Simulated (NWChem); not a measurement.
Species: CH₄SZn; SMILES [CH3][Zn][SH]

```xyz
7

Zn     0.0141    -0.3335     0.0000
C      0.0049    -2.2719     0.0000
H     -0.4976    -2.6672    -0.8967
H     -0.5177    -2.6671     0.8852
H      1.0333    -2.6666     0.0116
S      0.0518     1.8561     0.0000
H     -1.2984     1.9395     0.0000
```
Atoms are numbered in this order, from 1.

Program: NWChem. Structure relaxed at the PBE0/def2-SVP level.

Task: Predict the results for PBE0/aug-pcseg-1. Quantities: highest occupied level (eV); orbital gap (eV); dipole (D).

Result: The highest occupied level (eV) is -7.14. The orbital gap (eV) is 6.43 and the dipole (D) is 1.88.
